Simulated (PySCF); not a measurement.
C8H6N2O3S, SMILES c1nnc(-c2scc3c2OCCO3)o1.

Geometry: PBE-D3(BJ)/def2-SVP. The structure was generated by enumeration, and PubChem lists no compound with its InChIKey, so it may never have been made. One conformer was computed; it need not be the lowest.

Two levels are set side by side: TDA-PBE/def2-SVP (PySCF) and TDA-LC-ωPBE/def2-SVP (PySCF). Vertical, same geometry. The lowest singlet is HOMO−2→LUMO 58 %, HOMO−1→LUMO 28 % with PBE and HOMO→LUMO 86 % with the other functional; states are paired by order. Differences are taken from unrounded values.

```tsv
quantity	TDA-LC-ωPBE	TDA-PBE	TDA-PBE minus TDA-LC-ωPBE
lowest singlet excitation (eV)	4.96	3.90	-1.06
lowest triplet excitation (TDA) (eV)	2.86	2.74	-0.12
first bright state (f over 0.05) (eV)	4.96	4.38	-0.58
its oscillator strength	0.48	0.51	0.04
```

Functionals without exact exchange tend to place singlet excitations lower, as here. Differences between two approximate levels are no errors against the true value.

Rough cost on one machine, each run with all the roots and properties that it gave: TDA-LC-ωPBE against TDA-PBE about 3 times.
